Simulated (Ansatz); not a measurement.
`[SiH3][BH][GeH2][Cl]` + `[SiH3][AlH][SH]` → `[SiH3][AlH][S][SiH3]` + `[BH2][GeH2][Cl]` at 700 K and 1 bar (cleavage of the Si–B bond).

Gas-phase electronic energies from Ansatz, PBE0-D4/def2-TZVP geometries. CBS: MP2 limit from def2 TZ/QZ plus the TZ coupled-cluster correction, frozen cores. For Ge outer-core shells are correlated without core-valence functions, which leaves a few kJ/mol of doubt a bond. Scalar relativity is left out up to krypton. Each species was taken in one conformer, which may not be the lowest.

| species | CCSD(T)/CBS energy (Eh) | H − E (kJ/mol) | S (J/(mol·K)) |
| --- | --- | --- | --- |
| `[SiH3][BH][GeH2][Cl]` | -2853.36466 | 224.7 | 511.7 |
| `[SiH3][AlH][SH]` | -931.90162 | 176.3 | 443.9 |
| `[SiH3][AlH][S][SiH3]` | -1222.20542 | 247.9 | 529.6 |
| `[BH2][GeH2][Cl]` | -2563.08808 | 155.2 | 403.5 |

H − E and S are ideal-gas, rigid-rotor, harmonic terms from PBE0-D4/def2-TZVP, for one conformer and one mirror image of each species. 1 Eh = 2625.50 kJ/mol, R = 8.31446 J/(mol·K).

Problem. By hand: ΔE, ΔH, ΔS and ΔG.

Solution. ΔE = (-1222.20542) + (-2563.08808) − (-2853.36466) − (-931.90162) = -0.02722 Eh = -71.5 kJ/mol. Δ(H − E) = 247.9 + 155.2 − 224.7 − 176.3 = 2.1, so ΔH = -69.4 kJ/mol. ΔS = 529.6 + 403.5 − 511.7 − 443.9 = -22.5 J/(mol·K). ΔG = -69.4 − 700 × (-22.5)/1000 = -53.7 kJ/mol.

Problem. By hand: the equilibrium constant, and the temperature at which ΔG would vanish if ΔH and ΔS stayed fixed.

Solution. log₁₀ K = −ΔG/(RT ln 10) = 4.0. ΔG = 0 at ΔH/ΔS = 3084 K, far beyond where these terms or the molecules hold.

ΔH outweighs TΔS. A doubt of 5 kJ/mol in ΔE shifts log₁₀ K by 0.4 here. Other conformers and mirror images would add mixing entropy, several J/(mol·K) or more a flexible species. Modes under 60 cm⁻¹, often nearly free rotors, make the harmonic entropy too high. These are equilibria of isolated gas molecules and say nothing of rates. Largest T1 diagnostic: 0.013 (customary marks: 0.02 for closed shells, 0.045 for open ones).
